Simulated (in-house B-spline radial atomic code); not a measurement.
RPA and G0W0 for Rb, [Kr] 5s1, highest spin, as one setting changes: the share of exact exchange in the PBE hybrid start. A dash marks a level of low quasi-particle weight. Computed with an all-electron radial atomic-structure program (B-spline basis): all electrons, scalar-relativistic (spin-free one-electron X2C), finite nucleus, each spin shell either full or empty, empty states to l = 9 with an (l + 1/2)⁻⁴ tail; G0W0 by contour deformation at full frequency.

RPA overbinds a lone outer s electron by self-correlation, and G0W0 tends to as well.

```csv
share of exact exchange in the PBE hybrid start,mean-field level (eV),G0W0 level (eV),RPA correlation (Eh)
0,-2.436,-,-2.7023
0.1,-2.610,-,-2.6727
0.2,?,?,?
0.3,-2.953,5s up -4.421,-2.6173
0.4,-3.122,5s up -4.427,-2.5912
0.5,-3.289,5s up -4.424,-2.5661
0.6,-3.454,5s up -4.417,-2.5419
0.7,-3.618,5s up -4.405,-2.5184
0.8,-3.779,5s up -4.392,-2.4957
0.9,?,?,?
1,-4.096,5s up -4.362,-2.4523
```

Question: What belongs in the row for 0.2?

Answer: mean-field level (eV): -2.782; G0W0 level (eV): 5s up -4.399; RPA correlation (Eh): -2.6444.

Question: What belongs in the row for 0.9?

Answer: mean-field level (eV): -3.938; G0W0 level (eV): 5s up -4.377; RPA correlation (Eh): -2.4737.
